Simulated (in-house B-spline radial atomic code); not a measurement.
Settings and results of a run for the copper ion Cu³⁺. Computed with a B-spline radial code for spherical atoms: non-relativistic PBE0, spin-polarised, spherical fractional occupations, point nucleus.

Command:
```bash
python run_scf.py task.json out
```
Settings:
```
Z                29
configuration    [Ar] 3d8
hamiltonian      nr
method           pbe0
spin_polarised   True
```

Output (hartree, bohr):
```
 radial grid: 47 intervals, B-splines of order 8, outer radius 18.6486 bohr

 iter        energy (Eh)    residual
    1       -1623.602823    5.69e-01
    2       -1628.122342    7.20e-01
    3       -1637.409461    1.09e-01
    4       -1637.701197    2.41e-02
    5       -1637.709567    4.54e-03
    6       -1637.709700    1.03e-03
    7       -1637.709712    7.81e-04
    8       -1637.709727    2.30e-05
    9       -1637.709727    1.88e-06
   10       -1637.709727    1.08e-07

 total energy                     -1637.70973
 kinetic                            1636.5989
 electron-nucleus                  -3876.8568
 Hartree                             668.0907
 exact exchange                      -16.0017
 exchange-correlation                -49.5409

 orbital      occ     eigenvalue          <r>       <r^2>       <1/r>     <1/r^3>     <1/r^2>       r_max
 1s up      1.000      -325.0138       0.0529  0.00375037     28.5107           -     1635.22     0.03489
 1s down    1.000      -325.0138    0.0528996  0.00375031     28.5108           -     1635.23     0.03489
 2s up      1.000       -40.6762     0.238488   0.0670379     6.19784           -     157.142      0.1997
 2s down    1.000       -40.6154     0.238258    0.066898     6.20399           -     157.432      0.1996
 2p up      3.000       -35.8336     0.207876   0.0529453     6.15231     672.625     51.7721      0.1596
 2p down    3.000       -35.7836     0.207604   0.0527886     6.15834     674.028     51.8581      0.1595
 3s up      1.000        -6.0931     0.713641    0.586895     1.97958           -      24.058      0.6196
 3s down    1.000        -5.9717       0.7155    0.590148     1.97265           -     23.8557      0.6202
 3p up      3.000        -4.5637     0.738663    0.641227     1.85705     87.3024      7.5506      0.6202
 3p down    3.000        -4.4317     0.741994    0.647495     1.84751     86.1534     7.46788      0.6212
 3d up      5.000        -1.9788     0.840527    0.892985      1.5458     9.22077     3.19947       0.586
 3d down    3.000        -1.7797     0.867689    0.960118     1.51152     8.82403       3.085      0.5932
```

Run time, properties included: 0.19 s on 1 thread of Arm Neoverse V2, on a shared host.

Caution: exact exchange at fractional occupations of open shells leaves self-interaction of up to several eV.
